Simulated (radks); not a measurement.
Valence configurations of the phosphorus ion P+ (all share [Ne]). All-electron calculation, scalar-relativistic Kohn-Sham, r2SCAN, spin-unpolarised, spherical densities, finite nucleus; meta-GGA in the generalised Kohn-Sham scheme; Fermi nuclear charge, rms radius 3.1889 fm. Program: a radial shooting solver on a logarithmic mesh with Libxc functionals. Energies are relative to 3s2 3p2; eigenvalues in eV.

valence,E (eV),e(3p),e(3s)
3s2 3p2,0.000,-14.254,-23.790
3s1.5 3p2.5,4.774,-14.577,-24.137
3s1 3p3,9.558,-14.885,-24.462
3s0.5 3p3.5,14.349,-15.178,-24.766
3p4,19.144,-15.457,-

NIST lists [Ne] 3s2 3p2 as the ground configuration; this level of theory agrees among the configurations tried. The energies are those of spherical spin-averaged densities, not of single terms.
